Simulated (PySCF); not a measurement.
# Spin-rotation constants: SMILES Cc1c[nH]c[n+]1[SiH3], [C4H9N2Si]+, charge +1

Cartesian coordinates in Å; atom numbers follow the order of the lines, from 1:
```xyz
16

C    -0.9800    1.6701    0.1028
C     0.1648    0.7371    0.1320
C     1.4873    0.9859    0.3597
N     2.1384   -0.2121    0.2779
C     1.2455   -1.1549    0.0107
N     0.0352   -0.6157   -0.0852
Si   -1.5177   -1.5074   -0.4424
H    -0.6368    2.6813    0.3003
H    -1.7181    1.3993    0.8557
H    -1.4687    1.6515   -0.8697
H     1.9928    1.9062    0.5681
H     3.1324   -0.3490    0.4008
H     1.4611   -2.1971   -0.1112
H    -1.9741   -0.8762   -1.6738
H    -1.0433   -2.8779   -0.5753
H    -2.3263   -1.2321    0.7381
```

Total charge +1.

Computed with PySCF, GIAO CAM-B3LYP/pcSseg-1 magnetisability, rotational g tensor and spin-rotation constants, non-relativistic, gas phase. Geometry: GFN2-xTB.

For an ion the centre-of-mass motion in the field is neglected.

(1) Give the nuclear spin-rotation constants along the inertial axes (H = +C I·J) beside the isotropic shieldings.

(2) How do the rotational constants and the g tensor change when H8, H9, H10, H11, H12, H13, H14, H15, H16 are replaced by deuterium?

## Answers

(1) Rotational constants 3.5004, 1.9931, 1.3002 GHz. A star marks the isotopologue with that one atom substituted, in its own axes.
| atom | isotope | Caa (kHz) | Cbb (kHz) | Ccc (kHz) | mean (kHz) | σ (ppm) |
| --- | --- | --- | --- | --- | --- | --- |
| N4 | 14N | 0.490 | 0.282 | 0.066 | 0.279 | 70.1 |
| N6 | 14N | 0.605 | 0.274 | 0.054 | 0.311 | 55.2 |
| H8 | 1H | -0.178 | -0.085 | -0.165 | -0.142 | 28.7 |
| H9 | 1H | -0.281 | -0.208 | -0.055 | -0.181 | 29.1 |
| H10 | 1H | -0.281 | -0.208 | -0.055 | -0.181 | 29.1 |
| H11 | 1H | 0.118 | -0.124 | -0.166 | -0.057 | 24.3 |
| H12 | 1H | 0.064 | -0.091 | -0.165 | -0.064 | 22.1 |
| H13 | 1H | -0.343 | 0.130 | -0.165 | -0.126 | 23.9 |
| H14 | 1H | -0.321 | -0.154 | -0.011 | -0.162 | 26.4 |
| H15 | 1H | -0.320 | 0.046 | -0.148 | -0.141 | 26.5 |
| H16 | 1H | -0.321 | -0.154 | -0.011 | -0.162 | 26.4 |
| C1 | 13C* | 0.486 | 0.252 | 0.158 | 0.299 | 173.7 |
| C2 | 13C* | 1.310 | 0.952 | 0.218 | 0.827 | 35.5 |
| C3 | 13C* | 1.217 | 0.814 | 0.211 | 0.747 | 56.6 |
| C5 | 13C* | 1.346 | 0.850 | 0.238 | 0.811 | 39.3 |
| Si7 | 29Si* | -1.962 | -1.199 | -0.784 | -1.315 | 380.4 |

For the geometry as given, no vibrational averaging.

(2) Constants 2.7905, 1.7347, 1.1132 GHz; g -0.0218, -0.0069, 0.0218, against -0.0275, -0.0080, 0.0253 before.
